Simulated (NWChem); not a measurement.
System: C₂H₂BrI; SMILES I/C=C\Br

NWChem input:

```
start job
memory heap 200 mb stack 900 mb global 1100 mb
geometry units angstroms noautoz
  Br     0.297368    -2.122164     0.000000
  C     -1.292944    -1.147414     0.000000
  C     -1.402945     0.180167     0.000000
  I      0.161175     1.546739     0.000000
  H     -2.188996    -1.773819     0.000000
  H     -2.393557     0.641512     0.000000
end
basis spherical
  * library def2-svp
end
ecp
  I library def2-ecp
end
dft
  xc xpbe96 cpbe96
  iterations 150
  vectors input atomic output neutral.movecs
end
task dft energy
charge 1
dft
  odft
  mult 2
  vectors input atomic output cation.movecs
end
task dft energy
```

The geometry was optimised at PBE0/def2-SVP. Not confirmed as a minimum by frequencies. def2 effective core potentials on I; no spin-orbit coupling.

Ions are spin-unrestricted doublets at the neutral geometry; other ion states weren't tried.

Question: What results follow from this input? (PBE/def2-SVP with def2 effective core potentials on I, vertical spin-unrestricted ions.) Quantities: vertical ionisation energy, ΔSCF (eV); −ε(HOMO) (eV).

Answer: The vertical ionisation energy, ΔSCF (eV) is 8.72. The −ε(HOMO) (eV) is 5.86.
